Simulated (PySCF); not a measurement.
## Energy profile

The step: CH₆AlN ([CH3][NH][AlH2]) + H₂ → CH₅N ([CH3][NH2]) + AlH₃ (still joined by a long Al–N bond); bonds formed: Al1–H7, N2–H6; bonds broken: H6–H7; bonds weakened to dative contacts: Al1–N2 (atoms numbered as in the saddle structure below).

Al1  (-1.197, 0.945, -0.073)
N2  (0.056, -0.337, 0.536)
C3  (0.878, -1.139, -0.351)
H4  (-2.304, 1.315, 0.999)
H5  (-1.386, 1.016, -1.645)
H6  (0.461, 1.039, 0.577)
H7  (0.260, 1.972, 0.335)
H8  (-0.085, -0.775, 1.436)
H9  (1.156, -0.544, -1.226)
H10  (0.357, -2.030, -0.720)
H11  (1.805, -1.462, 0.133)
(Å)

Electronic energies by CCSD(T) at an estimated basis limit (MP2 extrapolated from triple and quadruple zeta, plus CCSD(T) − MP2 in triple zeta), on PBE0-D4/def2-TZVP structures; CH$_{8}$AlN, closed shell; no counterpoise correction. Program: PySCF 2.14 with density fitting (its default auxiliary sets; JK sets also for MP2 and CCSD(T)). Basis: def2-TZVPP and def2-QZVPP. Cores are frozen in the correlated methods. Extrapolation: Hartree–Fock as exp(−7.88 √X), correlation as X^−2.97.

(1) Give the profile in kcal/mol, counted from the separated reactants. (To be estimated.)

T1 diagnostic: at most 0.013.

Results:

(1) The calculation gives:
```
                                                                                                                         point  kcal/mol
separated: CH$_{6}$AlN (linked as [CH3][NH][AlH2]; Al1, N2, C3, H4, H5, H8, H9, H10, H11; singlet) + H$_{2}$ (H6, H7; singlet)      0.00
                                                                                                               start structure     -0.73
                                                                                                                        saddle     20.60
                                                                                                                 end structure    -13.40
     separated: AlH$_{3}$ (Al1, H4, H5, H7; singlet) + CH$_{5}$N (linked as [CH3][NH2]; N2, C3, H6, H8, H9, H10, H11; singlet)     20.16
```

For scale, one of the runs: CCSD(T)/def2-TZVPP, 216 basis functions, launched by `OMP_NUM_THREADS=4 python run.py`. Hardware: 4 CPU threads of an Arm Neoverse V1, shared host. Wall time 7.2 min; peak host memory 2.8 GiB.
